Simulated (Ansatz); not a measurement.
Ideal-gas functions of `BB(N)O` at 400 K and 1 bar, from an Ansatz frequency run at PBE0-D4/def2-TZVP.

Molar mass 56.67 g/mol, point group C1 (symmetry number 1), electronic degeneracy 1, moments of inertia 53.763, 62.615, 114.941 u Å². Harmonic wavenumbers (cm⁻¹, unscaled): 89, 223, 386, 394, 467, 516, 629, 705, 747, 911, 958, 1019, 1188, 1327, 1391, 1626, 2557, 2624, 3614, 3733, 3924.

Use S(trans) = R[1.5 ln M + 2.5 ln T − 1.1517]; rotational temperatures θ = 24.2544 K / I; S(rot) = R[ln(√π/σ · √(T³/θAθBθC)) + 1.5]; for each mode x = 1.438777 ν̃/T, S = R[x/(eˣ − 1) − ln(1 − e⁻ˣ)] and H = RT x/(eˣ − 1); 1 cm⁻¹ = 0.0119627 kJ/mol; R = 8.31446 J/(mol·K).

**Question.** By hand: the entropy, in J/(mol·K).

**Answer.** Translation 165.3. Rotation: θ = 0.4511, 0.3874, 0.211 K, giving 105.7. Vibration, mode by mode: 17.82, 10.37, 6.22, 6.08, 4.92, 4.27, 3.10, 2.50, 2.22, 1.39, 1.21, 1.02, 0.62, 0.41, 0.34, 0.16, 0.01, 0.01, 0.00, 0.00, 0.00, in all 62.7. Electronic 0.0. Sum 333.7 J/(mol·K).

**Question.** By hand: H − E and G − E in kJ/mol, counted from the electronic energy.

**Answer.** Zero-point energy ½ × 29028 × 0.0119627 = 173.6; thermal vibration 14.3; translation, rotation and pV give 4 RT = 13.3. H − E = 201.2 kJ/mol, and G − E = 201.2 − 400 × 333.7/1000 = 67.7 kJ/mol.

Vibration gives 19 % of the entropy, 17.8 J/(mol·K) of it from the mode under 150 cm⁻¹: soft modes count most, and the harmonic formula is weakest for them. The sum counts one conformer and one mirror image; others add a mixing term.
